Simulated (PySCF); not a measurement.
H2O4P, doublet, geometry from GFN2-xTB; R2SCAN/def2-SVP (PySCF).

Input for PySCF:
```python
from pyscf import gto, scf, dft

mol = gto.M(
    atom='''
O    -0.96309460   -0.43245661   -1.11628816
P    -0.05435126   -0.02385139    0.02107239
O    -1.04196266    0.24594735    1.11709079
O     0.84714254    1.23543449   -0.36251161
O     1.01314101   -1.10351691    0.42460502
H     0.28274596    1.97638526   -0.57434383
H     1.69071259   -1.18188115   -0.24491012
''',
    basis='def2-svp',
    spin=1,
    verbose=4,
)

mf = dft.UKS(mol)
mf.xc = 'r2scan'
mf.level_shift = 1.0
mf.max_cycle = 100
mf.kernel()
```

The log (banner, timings and long lists left out):

```
PySCF version 2.14.0

[INPUT] verbose = 4
[INPUT] num. atoms = 7
[INPUT] num. electrons = 49
[INPUT] charge = 0
[INPUT] spin (= nelec alpha-beta = 2S) = 1
[INPUT] symmetry False subgroup None
[INPUT] Mole.unit = angstrom
[INPUT] Symbol           X                Y                Z      unit          X                Y                Z       unit  Magmom
[...]
nuclear repulsion = 270.509245498179
number of shells = 38
number of NR pGTOs = 146
number of NR cGTOs = 84
basis = def2-svp
ecp = {}

******** <class 'pyscf.dft.uks.UKS'> ********
method = UKS
initial guess = minao
damping factor = 0
level_shift factor = 1.0
DIIS = <class 'pyscf.scf.diis.CDIIS'>
diis_start_cycle = 1
diis_space = 8
diis_damp = 0
SCF conv_tol = 1e-09
SCF conv_tol_grad = None
SCF max_cycles = 100
direct_scf = True
direct_scf_tol = 1e-13
number electrons alpha = 25  beta = 24
XC library pyscf.dft.libxc version 7.1.2
    S. Lehtola, C. Steigemann, M. J. T. Oliveira, and M. A. L. Marques,  SoftwareX 7, 1–5 (2018)
XC functionals = r2scan
    J. W. Furness, A. D. Kaplan, J. Ning, J. P. Perdew, and J. Sun,  J. Phys. Chem. Lett. 11, 8208–8215 (2020)
    J. W. Furness, A. D. Kaplan, J. Ning, J. P. Perdew, and J. Sun,  J. Phys. Chem. Lett. 11, 9248–9248 (2020)
    J. W. Furness, A. D. Kaplan, J. Ning, J. P. Perdew, and J. Sun,  J. Phys. Chem. Lett. 11, 8208–8215 (2020)
    J. W. Furness, A. D. Kaplan, J. Ning, J. P. Perdew, and J. Sun,  J. Phys. Chem. Lett. 11, 9248–9248 (2020)
radial grids:
    Treutler-Ahlrichs [JCP 102, 346 (1995); DOI:10.1063/1.469408] (M4) radial grids

becke partition: Becke, JCP 88, 2547 (1988); DOI:10.1063/1.454033
pruning grids: <function nwchem_prune>
grids dens level: 3
symmetrized grids: False
atomic radii adjust function: <function treutler_atomic_radii_adjust>
small_rho_cutoff = 0
Set gradient conv threshold to 3.16228e-05
tot grids = 95128
init E= -643.898755146498

cycle= 1 E= -642.614661442478  delta_E= 1.28  |g|= 0.838  |ddm|= 2.09
cycle= 2 E= -642.926036356311  delta_E= -0.311  |g|= 0.256  |ddm|= 0.792
cycle= 3 E= -642.954682364438  delta_E= -0.0286  |g|= 0.0964  |ddm|= 0.195
cycle= 4 E= -642.95980552031  delta_E= -0.00512  |g|= 0.0452  |ddm|= 0.0859
cycle= 5 E= -642.961264914545  delta_E= -0.00146  |g|= 0.0225  |ddm|= 0.0461
cycle= 6 E= -642.961749654047  delta_E= -0.000485  |g|= 0.0142  |ddm|= 0.0264
cycle= 7 E= -642.961976094245  delta_E= -0.000226  |g|= 0.00982  |ddm|= 0.0161
cycle= 8 E= -642.962101983353  delta_E= -0.000126  |g|= 0.00741  |ddm|= 0.011
cycle= 9 E= -642.962180646412  delta_E= -7.87e-05  |g|= 0.00588  |ddm|= 0.00783
cycle= 10 E= -642.962232078302  delta_E= -5.14e-05  |g|= 0.00504  |ddm|= 0.00606
cycle= 11 E= -642.962268245679  delta_E= -3.62e-05  |g|= 0.00432  |ddm|= 0.00474
cycle= 12 E= -642.962293585972  delta_E= -2.53e-05  |g|= 0.00395  |ddm|= 0.00392
cycle= 13 E= -642.962312815769  delta_E= -1.92e-05  |g|= 0.00344  |ddm|= 0.00317
cycle= 14 E= -642.962327350455  delta_E= -1.45e-05  |g|= 0.00298  |ddm|= 0.0027
cycle= 15 E= -642.962338196446  delta_E= -1.08e-05  |g|= 0.00273  |ddm|= 0.00236
cycle= 16 E= -642.962346683161  delta_E= -8.49e-06  |g|= 0.00245  |ddm|= 0.00201
cycle= 17 E= -642.962353434745  delta_E= -6.75e-06  |g|= 0.00218  |ddm|= 0.00179
cycle= 18 E= -642.962358727732  delta_E= -5.29e-06  |g|= 0.00201  |ddm|= 0.00161
cycle= 19 E= -642.962363109115  delta_E= -4.38e-06  |g|= 0.00179  |ddm|= 0.00143
cycle= 20 E= -642.962366587395  delta_E= -3.48e-06  |g|= 0.0017  |ddm|= 0.00132
cycle= 21 E= -642.962369521486  delta_E= -2.93e-06  |g|= 0.0016  |ddm|= 0.00123
cycle= 22 E= -642.962372042158  delta_E= -2.52e-06  |g|= 0.0015  |ddm|= 0.00115
cycle= 23 E= -642.962374228434  delta_E= -2.19e-06  |g|= 0.00141  |ddm|= 0.0011
cycle= 24 E= -642.962376098555  delta_E= -1.87e-06  |g|= 0.00133  |ddm|= 0.000999
cycle= 25 E= -642.962377724151  delta_E= -1.63e-06  |g|= 0.00127  |ddm|= 0.000963
cycle= 26 E= -642.962379158803  delta_E= -1.43e-06  |g|= 0.00117  |ddm|= 0.000873
[...]
cycle= 54 E= -642.962392232326  delta_E= -8.03e-08  |g|= 0.000231  |ddm|= 0.000208
cycle= 55 E= -642.962392303185  delta_E= -7.09e-08  |g|= 0.000211  |ddm|= 0.000195
cycle= 56 E= -642.962392368126  delta_E= -6.49e-08  |g|= 0.0002  |ddm|= 0.000191
cycle= 57 E= -642.962392426849  delta_E= -5.87e-08  |g|= 0.000212  |ddm|= 0.000194
cycle= 58 E= -642.962392483602  delta_E= -5.68e-08  |g|= 0.000213  |ddm|= 0.000191
cycle= 59 E= -642.962392536159  delta_E= -5.26e-08  |g|= 0.000236  |ddm|= 0.000202
cycle= 60 E= -642.962392587751  delta_E= -5.16e-08  |g|= 0.000236  |ddm|= 0.000189
cycle= 61 E= -642.962392632176  delta_E= -4.44e-08  |g|= 0.00029  |ddm|= 0.000231
cycle= 62 E= -642.96239268539  delta_E= -5.32e-08  |g|= 0.000244  |ddm|= 0.000178
cycle= 63 E= -642.962392731662  delta_E= -4.63e-08  |g|= 0.000205  |ddm|= 0.000166
cycle= 64 E= -642.962392772277  delta_E= -4.06e-08  |g|= 0.000199  |ddm|= 0.00018
cycle= 65 E= -642.962392803673  delta_E= -3.14e-08  |g|= 0.000248  |ddm|= 0.000199
cycle= 66 E= -642.96239284301  delta_E= -3.93e-08  |g|= 0.00021  |ddm|= 0.000156
cycle= 67 E= -642.962392876206  delta_E= -3.32e-08  |g|= 0.000194  |ddm|= 0.000147
cycle= 68 E= -642.962392902319  delta_E= -2.61e-08  |g|= 0.000223  |ddm|= 0.000167
cycle= 69 E= -642.962392929539  delta_E= -2.72e-08  |g|= 0.000226  |ddm|= 0.000158
cycle= 70 E= -642.962392957293  delta_E= -2.78e-08  |g|= 0.000213  |ddm|= 0.000145
cycle= 71 E= -642.962392983356  delta_E= -2.61e-08  |g|= 0.000195  |ddm|= 0.000134
cycle= 72 E= -642.962393004257  delta_E= -2.09e-08  |g|= 0.0002  |ddm|= 0.000137
cycle= 73 E= -642.962393022859  delta_E= -1.86e-08  |g|= 0.00021  |ddm|= 0.000136
cycle= 74 E= -642.962393040757  delta_E= -1.79e-08  |g|= 0.000215  |ddm|= 0.000132
cycle= 75 E= -642.96239305834  delta_E= -1.76e-08  |g|= 0.000211  |ddm|= 0.000126
cycle= 76 E= -642.962393072794  delta_E= -1.45e-08  |g|= 0.00022  |ddm|= 0.000127
cycle= 77 E= -642.962393087772  delta_E= -1.5e-08  |g|= 0.000215  |ddm|= 0.000118
cycle= 78 E= -642.962393103087  delta_E= -1.53e-08  |g|= 0.000199  |ddm|= 0.00011
cycle= 79 E= -642.962393119012  delta_E= -1.59e-08  |g|= 0.000167  |ddm|= 0.000101
cycle= 80 E= -642.962393129307  delta_E= -1.03e-08  |g|= 0.000169  |ddm|= 0.0001
cycle= 81 E= -642.962393135958  delta_E= -6.65e-09  |g|= 0.000191  |ddm|= 0.000109
cycle= 82 E= -642.962393144555  delta_E= -8.6e-09  |g|= 0.000191  |ddm|= 0.0001
cycle= 83 E= -642.962393153673  delta_E= -9.12e-09  |g|= 0.000183  |ddm|= 9.18e-05
cycle= 84 E= -642.96239316327  delta_E= -9.6e-09  |g|= 0.000164  |ddm|= 8.34e-05
cycle= 85 E= -642.962393172644  delta_E= -9.37e-09  |g|= 0.00014  |ddm|= 7.39e-05
cycle= 86 E= -642.962393180581  delta_E= -7.94e-09  |g|= 0.000118  |ddm|= 6.62e-05
cycle= 87 E= -642.962393189134  delta_E= -8.55e-09  |g|= 6.39e-05  |ddm|= 6.7e-05
cycle= 88 E= -642.962393193384  delta_E= -4.25e-09  |g|= 4.58e-05  |ddm|= 5.13e-05
cycle= 89 E= -642.962393196396  delta_E= -3.01e-09  |g|= 4.45e-05  |ddm|= 4.54e-05
cycle= 90 E= -642.962393198804  delta_E= -2.41e-09  |g|= 5.72e-05  |ddm|= 5.05e-05
cycle= 91 E= -642.962393201542  delta_E= -2.74e-09  |g|= 4.66e-05  |ddm|= 3.85e-05
cycle= 92 E= -642.962393203811  delta_E= -2.27e-09  |g|= 4.09e-05  |ddm|= 3.53e-05
cycle= 93 E= -642.96239320579  delta_E= -1.98e-09  |g|= 3.52e-05  |ddm|= 3.24e-05
cycle= 94 E= -642.962393207527  delta_E= -1.74e-09  |g|= 3.31e-05  |ddm|= 3.16e-05
cycle= 95 E= -642.962393209109  delta_E= -1.58e-09  |g|= 3.37e-05  |ddm|= 3.16e-05
cycle= 96 E= -642.962393210577  delta_E= -1.47e-09  |g|= 3.42e-05  |ddm|= 3.1e-05
cycle= 97 E= -642.962393211991  delta_E= -1.41e-09  |g|= 3.23e-05  |ddm|= 2.92e-05
cycle= 98 E= -642.962393213262  delta_E= -1.27e-09  |g|= 3.55e-05  |ddm|= 3.13e-05
cycle= 99 E= -642.962393214362  delta_E= -1.1e-09  |g|= 4.56e-05  |ddm|= 3.74e-05
cycle= 100 E= -642.962393215687  delta_E= -1.32e-09  |g|= 4.05e-05  |ddm|= 2.94e-05
SCF not converged.
SCF energy = -642.962393215687 after 100 cycles  <S^2> = 0.75810693  2S+1 = 2.0080906
```

Convergence was not reached.
